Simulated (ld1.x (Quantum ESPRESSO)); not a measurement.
antimony: variants of one TM potential

Base potential:

```
Element                 : Sb (Z = 51)
Generator               : ld1.x (Quantum ESPRESSO) 7.5
Type                    : norm-conserving Troullier–Martins (Kleinman–Bylander form)
Functional              : PBE
Relativity              : scalar-relativistic
Frozen core             : [Kr]
Valence charge          : 15
Reference configuration : 4d10 5s2 5p3
Partial waves           : 5p (bound): rc 2.30 bohr; 4d (bound): rc 1.10 bohr; 5s (bound): rc 1.75 bohr
Local potential         : the s channel
Core correction         : a·sin(br)/r model core, default radius (core density twice the valence density)
```

Cutoffs, loose and tight: the cutoffs (Ry, on a coarse ladder) from which the occupation-weighted sum of valence levels, in a spherical-Bessel basis at the reference potential, stays within 10 and 1 mRy of its value at 400 Ry. They do not see the model core or the augmentation charge, which bear on the density cutoff. Test errors are all-electron minus pseudo excitation energies from the reference, over the configurations 4d10 5s2 5p2; 4d10 5s2 5p1; 4d10 5s2 5p0; 4d10 5s1 5p3; 4d10 5s0 5p5; 4d10 5s2 5p2.5; 4d9 5s2 5p3. A dash means not determined; rows that change the core or the reference have their own tests. The largest error is taken over the tests solved by every variant that gives reliable tests at all: 4d10 5s0 5p5; 4d10 5s1 5p3; 4d10 5s2 5p0; 4d10 5s2 5p2.

A true bound ghost makes a file unfit for plane-wave use even where its test errors are small: the radial tests pick states by their node count and pass the ghost by.

```csv
change,outcome,"cutoff, loose","cutoff, tight",bound ghosts,largest test error (meV)
base,generated,110 Ry,180 Ry,none,-13
wave 5p (bound): rc 2.30 bohr becomes 5p (bound): rc 1.68 bohr,generated,110 Ry,180 Ry,p,-6.8
wave 5p (bound): rc 2.30 bohr becomes 5p (bound): rc 1.92 bohr,generated,110 Ry,180 Ry,none,-11
wave 5p (bound): rc 2.30 bohr becomes 5p (bound): rc 2.20 bohr,generated,110 Ry,180 Ry,none,-14
wave 5p (bound): rc 2.30 bohr becomes 5p (bound): rc 2.40 bohr,generated,110 Ry,180 Ry,none,-13
wave 5p (bound): rc 2.30 bohr becomes 5p (bound): rc 2.52 bohr,generated,110 Ry,180 Ry,none,-16
wave 5p (bound): rc 2.30 bohr becomes 5p (bound): rc 2.74 bohr,generated,110 Ry,180 Ry,none,-34
wave 5p (bound): rc 2.30 bohr becomes 5p (bound): rc 2.98 bohr,generated,110 Ry,180 Ry,none,-60
wave 5p (bound): rc 2.30 bohr becomes 5p (bound): rc 3.26 bohr,generated,110 Ry,180 Ry,none,-114
wave 5p (bound): rc 2.30 bohr becomes 5p (bound): rc 3.52 bohr,generated,110 Ry,180 Ry,none,-163
```

**Question.** What comes out with this change to the base: wave 5p (bound): rc 2.30 bohr becomes 5p (bound): rc 1.52 bohr?

**Answer.** outcome: generated; cutoff, loose: 110 Ry; cutoff, tight: 180 Ry; bound ghosts: p; largest test error (meV): -28.

Reading the sweep of the p radius (base included, trends over the rows without a ghost): The loose cutoff stays near 110 Ry. The median size of the test errors (rows with all tests solved) rises from 3.0 meV at 2.2 to 24.4 meV at 3.26 bohr. More of the atom is replaced by a form fitted at one configuration, so other configurations suffer as the radius grows. Bound ghosts are found at 1.52, 1.68 bohr.
